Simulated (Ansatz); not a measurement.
Consider the atomization: `N[SiH2]B(O)Cl` → B• + Cl• + 5 H• + N• + O• + Si•.

Gas-phase electronic energies from Ansatz, PBE0-D4/def2-TZVP geometries. CBS: MP2 limit from def2 TZ/QZ plus the TZ coupled-cluster correction, frozen cores. This one scheme is used for every species, atoms too. DFT in def2-TZVPP. B3LYP here is the variant with VWN-RPA as its local correlation; programs differ in this. Open shells (•) are unrestricted, without spin–orbit coupling. Spin–orbit coupling would lower the free atoms: a little for B, Cl, O, Si. One conformer a species, not always the lowest.

```tsv
level	ΔE (kcal/mol)	difference from CCSD(T)/CBS
PBE-D4	865.6	15.0
r2SCAN-D4	853.2	2.6
PBE0-D4	849.2	-1.4
B3LYP-D4	850.8	0.2
ωB97M-V	855.7	5.1
PBE	860.5	9.9
r2SCAN	851.9	1.3
MP2/def2-TZVPP	842.0	-8.6
SCS-MP2/def2-TZVPP	838.3	-12.3
CCSD/def2-TZVPP	811.4	-39.2
CCSD(T)/def2-TZVPP	824.7	-25.9
HF/def2-QZVPP	613.3	-237.3
MP2/def2-QZVPP	857.4	6.8
SCS-MP2/def2-QZVPP	855.6	5.0
HF/CBS(def2)	613.5	-237.1
MP2/CBS(def2)	868.0	17.4
CCSD(T)/CBS	850.6	0
```

Largest T1 diagnostic among the species: 0.014.

From PBE to PBE0 (25 % exact exchange), in def2-TZVPP and without D4, ΔE moves by −15.7 kcal/mol: exact exchange takes away binding that semilocal exchange gives to molecules. In def2-TZVPP, CCSD(T) changes the Hartree–Fock value by +212.9 kcal/mol (the triples alone add +13.3 kcal/mol) and MP2 by +230.3 kcal/mol; breaking electron pairs costs correlation energy, which Hartree–Fock lacks.

For atomizations the MP2-based limit and the directly extrapolated one differ by several kJ/mol either way, and by 10 to 25 for some Ge, Se and Sn compounds, so smaller differences from it don't rank the levels.
